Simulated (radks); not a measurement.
Question: The rhenium ion Re5+ is in [Xe] 4f14 5d2. All-electron calculation, non-relativistic Kohn-Sham, PBE, spin-polarised, spherical densities, point nucleus. Program: a radial shooting solver on a logarithmic mesh with Libxc functionals. Open shells are filled with parallel spins first. One electron is removed from 5p, 5s, 5d, 4f in turn, with full relaxation. Which removal costs least, and what does each cost?

Answer: 5d 68.807 eV; 5p 109.50 eV; 4f 126.36 eV; 5s 136.43 eV. The 5d electron leaves first.
